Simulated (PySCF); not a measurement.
A GIAO shielding run with PySCF (density fitting, non-relativistic, gas phase) on `CN[Si@@H](NCC)O`, C₃H₁₂N₂OSi:

```
$ OMP_NUM_THREADS=1 python probes_run.py task.json out

{"job": {"kind": "nmr", "xc": "PBE0", "basis": "pcSseg-1"}, "charge": 0, "multiplicity": 1}
C     -2.811511     0.281830     0.046304
C     -1.753957    -0.275221    -0.906084
N     -0.736462    -1.052918    -0.243732
Si     0.609126    -0.370613     0.588537
O      1.487077    -1.562275     1.263843
N      1.526023     0.415347    -0.638842
C      2.819955     0.996552    -0.372248
H     -2.340398     0.923172     0.786641
H     -3.316432    -0.529888     0.566071
H     -3.552706     0.856677    -0.503616
H     -1.259470     0.549965    -1.421203
H     -2.241256    -0.901586    -1.663354
H     -1.145157    -1.854438     0.214583
H      0.329281     0.424944     1.788100
H      1.848003    -2.243036     0.702212
H      1.027008     0.934229    -1.343912
H      2.754117     2.016258     0.024239
H      3.418827     1.019979    -1.285735
H      3.328127     0.380273     0.365870
```

Hardware: 1 thread of an Arm Neoverse V2, shared host. The job also computes population analyses, field gradients.

Task: How large is the calculation?

Result: 66 electrons, 186 basis functions and 979 auxiliary functions.

Task: How long does it take, and how much memory does it need?

Result: 44 s of wall time, with 13 SCF cycles and 4 response iterations; peak memory 0.84 GiB. Times on a shared host scatter by some tens of per cent.
